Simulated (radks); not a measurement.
All-electron atom: the dysprosium ion Dy29+ in [Kr] 4d1. Method: non-relativistic Kohn-Sham, LB94 model potential, spin-polarised, spherical densities, point nucleus; open shells are filled with parallel spins first (spin-orbit coupling, left out, can overturn this in heavy ions); relativity is left out, which matters for an element this heavy; computed with a radial shooting solver on a logarithmic mesh with Libxc functionals. Some entries of the table are withheld. Estimate them.

orbital  occ.  eigenvalue (hartree)  <1/r> (bohr^-1)  <r> (bohr)
1s down     1             -1889.809            65.49     0.02296
1s up       1             -1889.807            65.49     0.02296
2s up       1             -336.0412            15.27     0.09744
2s down     1             -336.0281            15.27     0.09743
2p up       3             -322.3505            15.31     0.08255
2p down     3             -322.3442            15.31     0.08255
3s down     1             -103.6635            5.834      0.2484
3s up       1             -103.6599            5.836      0.2483
3p up       3             -97.50727            5.786      0.2378
3p down     3             -97.50480            5.784      0.2379
3d up       5             -86.14112              (1)      0.2098
3d down     5             -86.12457              (2)      0.2098
4s up       1                   (3)            2.782      0.5100
4s down     1                   (4)            2.785      0.5098
4p up       3             -43.31672            2.729      0.5100
4p down     3             -43.26068            2.732      0.5098
4d up       1             -38.79109            2.625         (5)
4d down     0             -38.74160            2.628         (6)

Answer. 
(1) 3d up <1/r> (bohr^-1): 5.696
(2) 3d down <1/r> (bohr^-1): 5.694
(3) 4s up eigenvalue (hartree): -45.87861
(4) 4s down eigenvalue (hartree): -45.82129
(5) 4d up <r> (bohr): 0.5036
(6) 4d down <r> (bohr): 0.5032
